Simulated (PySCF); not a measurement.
# Frontier orbitals and the lowest excitations

Species: C5H11NO2Si.
Structure used (PBE0-D3(BJ)/def2-SVP), in Å, numbered top down from 1:
```xyz
20
C5H11NO2Si angstrom
O      4.4294    0.2085   -0.2845
C      3.6971    1.0061   -0.8054
O      2.3760    0.9690   -0.7368
Si     1.6213   -0.3083    0.1632
N     -0.0738   -0.1253    0.0907
C     -0.9423   -0.5861   -0.9744
C     -2.2709   -0.8788   -0.2625
C     -2.2450    0.0170    0.9945
C     -0.8828    0.7277    0.9399
H      4.0496    1.8712   -1.4078
H      1.9971   -1.5841   -0.4956
H      2.0611   -0.1616    1.5735
H     -0.5179   -1.4646   -1.4844
H     -1.0852    0.2015   -1.7416
H     -2.3186   -1.9392    0.0248
H     -3.1340   -0.6781   -0.9136
H     -2.3219   -0.5948    1.9049
H     -3.0738    0.7393    1.0182
H     -0.9981    1.7371    0.4968
H     -0.4185    0.8585    1.9296
```

Computed, not measured: PySCF, TDDFT CAM-B3LYP/def2-SVPD, vertical, gas phase, core orbitals frozen in the response.

Kohn–Sham orbitals with the atoms that hold most of them (Löwdin shares over 4%, at most four atoms; ? is withheld):

```tsv
orbital	ε (eV)	atoms
LUMO+2	1.44	Si4 20%, O3 13%, H11 8%, H12 8%
LUMO+1	1.09	Si4 21%, C9 8%, C6 8%, C7 7%
LUMO	1.08	C2 39%, O1 29%, O3 16%, H10 9%
HOMO	-8.23	?
HOMO-1	-9.86	?
HOMO-2	-10.46	O3 23%, O1 13%, Si4 13%, H12 9%
HOMO-3	-10.68	C7 14%, C8 14%, O3 10%, H15 8%
```

(1) Give the leading atoms of the HOMO-1.

(2) Which atoms hold the HOMO, and with what shares?

(3) How does S1 compare with the orbital gap of 9.30 eV?

## Answers

(1) O1 (bonded to C) 67%; C2 (bonded to 2 O and H) 12%; O3 (bonded to C and Si) 9%; H10 (bonded to C) 6%. By element: oxygen 76%, carbon 12% or more, hydrogen 6% or more.

(2) N5 (bonded to 2 C and Si) 54%; C9 (bonded to C, N and 2 H) 8%; C6 (bonded to C, N and 2 H) 8%; Si4 (bonded to N, O and 2 H) 6%. By element: nitrogen 54%, carbon 17% or more, silicon 6%.

(3) S1 is at 5.74 eV (f = 0.0012), 3.57 eV below the gap, made of HOMO-1→LUMO (83%), HOMO→LUMO (13%). Its leading pair isn't HOMO and LUMO; the energies of that pair differ by 10.94 eV. 

Next come S2 at 6.33 eV (f 0.024), HOMO→LUMO+1 (89%); S3 at 6.72 eV (f 0.084), HOMO→LUMO+2 (88%); S4 at 6.96 eV (f 0.0000), HOMO→LUMO (77%), HOMO-1→LUMO (11%); S5 at 7.47 eV (f 0.0025), HOMO→LUMO+4 (85%).

One conformer stands for the species.
